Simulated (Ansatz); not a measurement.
Geometry optimisation, Ansatz, DFT LDA, scalar-relativistic, plane waves, PAW.

The input (input.yaml):

```yaml
accuracy: low
crystal:
  lattice:
    - [9.157714, 0.0, 0.0]
    - [0.0, 9.157714, 0.0]
    - [0.0, 0.0, 9.157714]
  atoms:
    - { symbol: C, position: [0.8795315, 0.1489384, 0.1720405] }
    - { symbol: C, position: [0.8845209, 0.1503685, 0.0393402] }
    - { symbol: H, position: [0.8888938, 0.1516219, -0.0769656] }
    - { symbol: H, position: [0.8751586, 0.147685, 0.2883463] }
    - { symbol: C, position: [0.6425955, 0.9360195, 0.2633482] }
    - { symbol: C, position: [0.5834807, 1.0341035, 0.3305886] }
    - { symbol: H, position: [0.5316692, 1.1200697, 0.3895218] }
    - { symbol: H, position: [0.694407, 0.8500533, 0.204415] }
    - { symbol: C, position: [0.8680285, 0.9164428, 0.448863] }
    - { symbol: C, position: [0.8030964, 0.8811053, 0.559187] }
    - { symbol: H, position: [0.7461863, 0.8501336, 0.655881] }
    - { symbol: H, position: [0.9249386, 0.9474145, 0.352169] }
    - { symbol: C, position: [0.2431423, 0.090644, 0.7712006] }
    - { symbol: C, position: [0.3179527, 0.0861712, 0.880835] }
    - { symbol: H, position: [0.3835207, 0.0822509, 0.9769246] }
    - { symbol: H, position: [0.1775744, 0.0945642, 0.675111] }
    - { symbol: C, position: [0.9059846, 0.3417884, 0.7003215] }
    - { symbol: C, position: [0.8198645, 0.3919867, 0.6125732] }
    - { symbol: H, position: [0.7443841, 0.4359832, 0.5356658] }
    - { symbol: H, position: [0.981465, 0.2977919, 0.777229] }
    - { symbol: C, position: [0.991494, 0.5386966, 0.4118227] }
    - { symbol: C, position: [0.9744409, 0.545176, 0.2802799] }
    - { symbol: H, position: [0.9594945, 0.550855, 0.1649885] }
    - { symbol: H, position: [1.0064403, 0.5330176, 0.527114] }
    - { symbol: O, position: [0.2826203, 0.4955366, 0.9220315] }
    - { symbol: C, position: [0.3169019, 0.4928464, 0.8012156] }
    - { symbol: O, position: [0.2305752, 0.4209586, 0.1765281] }
    - { symbol: C, position: [0.2410209, 0.2974141, 0.156364] }
    - { symbol: O, position: [0.7364002, 0.5626531, 0.8191052] }
    - { symbol: C, position: [0.7908414, 0.6173078, 0.9182414] }
    - { symbol: O, position: [0.5900717, 0.3056762, 1.0284074] }
    - { symbol: C, position: [0.6747939, 0.3121203, 0.9358895] }
    - { symbol: O, position: [0.0655754, 0.6465839, 0.8679287] }
    - { symbol: C, position: [0.0476665, 0.63087, 0.7445946] }
    - { symbol: O, position: [0.5332728, 0.7867084, 0.6904472] }
    - { symbol: C, position: [0.4965392, 0.6883991, 0.6214191] }
basis:
  ecutwfc: 420.0
kpoints:
  mp_grid: { grid: [1, 1, 1] }
hamiltonian:
  xc: lda
scf:
  occupations: { method: fermi_dirac, width: 0.02 }
  lower_state_search: "off"
relax:
  f_tol: 0.3
  max_steps: 15
  adjacent_minimum: "off"
output:
  write_density: true
  write_potential: true
  elf: true
  volumetric_format: npy
```

Run as:

```bash
$ ansatz run input.yaml --threads 1 --pin off --max-ram 3072MiB --backend cpu --events-out ev --progress --plain --runs-dir out
```

Question: Where does it end, and by what steps?

Answer: It did not converge within its limit. The force dipped under the threshold on the way, but the program's further checks kept it going. Limits of this set-up: coarse k mesh, low accuracy level. After 14 steps the energy has fallen by 2.111 eV; H11 moved furthest, 1.68 Å.

```tsv
step	energy less start (eV)	largest force component (eV/Å)	accepted
0	0.0000	2.911	yes
1	-0.9248	1.287	yes
2	-1.3246	1.139	yes
3	-1.4997	1.273	yes
4	-1.5325	3.893	yes
5	-1.7254	1.279	yes
6	-1.8087	0.490	yes
7	-1.8602	1.246	yes
8	-1.8577	2.057	no
9	-1.9229	0.269	yes
10	-1.9533	0.204	yes
11	-1.9838	0.955	yes
12	-2.0070	1.079	yes
13	-2.0696	0.502	yes
14	-2.1109	0.505	yes
```

```xyz
36
Lattice="9.1577 0.0000 0.0000 0.0000 9.1577 0.0000 0.0000 0.0000 9.1577" Properties=species:S:1:pos:R:3
C 8.325 1.385 1.901
C 8.634 1.206 0.749
H 8.923 1.031 -0.276
H 8.037 1.533 2.930
C 5.560 8.491 2.571
C 4.674 9.301 2.477
H 3.882 10.033 2.389
H 6.357 7.769 2.664
C 8.546 8.483 4.520
C 7.923 8.954 5.441
H 7.337 9.369 6.250
H 9.081 8.045 3.690
C 1.748 0.589 7.057
C 2.315 0.642 8.118
H 2.818 0.673 9.072
H 1.221 0.523 6.116
C 8.839 3.080 6.655
C 7.974 3.443 5.899
H 7.219 3.785 5.210
H 9.627 2.731 7.305
C 8.898 5.353 3.525
C 8.429 5.144 2.435
H 8.018 4.959 1.451
H 9.326 5.534 4.502
O 3.409 4.325 7.826
C 2.893 4.064 6.857
O 1.986 3.636 1.272
C 2.394 2.622 1.543
O 6.134 5.473 7.796
C 6.836 5.070 8.578
O 5.254 2.265 9.134
C 5.947 1.578 8.556
O 0.311 6.509 7.711
C 0.558 6.271 6.634
O 4.760 7.656 5.929
C 4.920 6.794 5.215
```

Time of the run: 58 s on 1 thread of Arm Neoverse V2, on a shared host, peak memory 0.53 GiB.
